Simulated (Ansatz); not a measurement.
CH7BOSi2 can be A, `[SiH3]B1C[SiH2]O1`, or B, `OB1[SiH2]C1[SiH3]`.

Computed with Ansatz on PBE0-D4/def2-TZVP structures; ΔE is electronic, products minus reactants. CBS: MP2 limit from def2 TZ/QZ plus the TZ coupled-cluster correction, frozen cores. DFT in def2-TZVPP. Each species was taken in one conformer, which may not be the lowest.

Question: Which isomer does CCSD(T)/CBS put lower? Give the gap. (Estimate.)

Answer: Computed: A, by 155.3 kJ/mol.

Question: Give E(B) − E(A) in kJ/mol with HF/def2-TZVPP, MP2/def2-TZVPP, CCSD/def2-TZVPP, PBE0-D4, ωB97M-V, B2PLYP, PBE-D4. (Best estimate.)

Answer: The calculation gave: HF/def2-TZVPP 179.3, MP2/def2-TZVPP 154.1, CCSD/def2-TZVPP 160.2, PBE0-D4 145.4, ωB97M-V 152.4, B2PLYP 157.0, PBE-D4 137.5. None reverses the order clearly.

Largest T1 diagnostic: 0.014.

From PBE to PBE0 (25 % exact exchange), in def2-TZVPP and without D4, E(B) − E(A) moves by +7.8 kJ/mol. In def2-TZVPP, CCSD(T) changes the Hartree–Fock value by −23.8 kJ/mol (the triples alone add −4.6 kJ/mol) and MP2 by −25.2 kJ/mol.
